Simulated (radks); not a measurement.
Species: Hf4+. Configuration: [Xe] 4f14. Method: scalar-relativistic Kohn-Sham, PBE, spin-polarised, spherical densities, finite nucleus; Fermi nuclear charge, rms radius 5.347 fm; computed with a radial shooting solver on a logarithmic mesh with Libxc functionals. Some entries of the table are withheld. Estimate them.

| orbital | occ. | eigenvalue (hartree) | <r> (bohr) |
|---|---|---|---|
| 1s | 2 | -2399.980 | 0.01899 |
| 2s | 2 | -411.7262 | 0.08038 |
| 2p | 6 | -361.7841 | (1) |
| 3s | 2 | -94.97803 | (2) |
| 3p | 6 | -80.05120 | (3) |
| 3d | 10 | -62.36472 | 0.1890 |
| 4s | 2 | -20.34055 | (4) |
| 4p | 6 | -15.44307 | 0.4977 |
| 4d | 10 | -9.10817 | 0.5353 |
| 5s | 2 | -3.96306 | 1.124 |
| 5p | 6 | -2.78222 | 1.304 |
| 4f | 14 | -2.12854 | 0.6694 |

Answer. 
(1) 2p <r> (bohr): 0.07172
(2) 3s <r> (bohr): 0.2087
(3) 3p <r> (bohr): 0.2085
(4) 4s <r> (bohr): 0.4683
